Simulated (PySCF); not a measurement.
Electron correlation in Kr⁺ (krypton, charge +1)

[Ar] 3d10 4s2 4p5, 2P determinant. Computed with PySCF 2.14 in x2c-TZVPall (6s5p4d1f, 48 functions), with scalar relativity by spin-free X2C-1e. Frozen: [Ar] 3d10; 7 electrons correlated.

MP2 pair energies summed by pair of shells (mhartree):

```csv
pair,energy,share (%)
4p-4p,-85.52,62.1
4s-4p,-44.44,32.3
4s-4s,-7.77,5.6
```

Total MP2 correlation energy: -137.74 mhartree.

Same-spin part -31.29 and opposite-spin part -106.45 mhartree; SCS-MP2 scales them by 1/3 and 6/5 to -138.17 mhartree.

```json
{"level": "CCSD", "correlation energy (mhartree)": "-157.43"}
{"level": "(T)", "correlation energy (mhartree)": "-4.04"}
{"level": "CCSD(T)", "correlation energy (mhartree)": "-161.47"}
```

Diagnostics: T1 = 0.0054, D1 = 0.0184, largest double amplitude 0.045.

Cost of the coupled-cluster step: 0.61 s of wall time on 1 thread of Neoverse-V2 (shared host), for 7 correlated electrons.
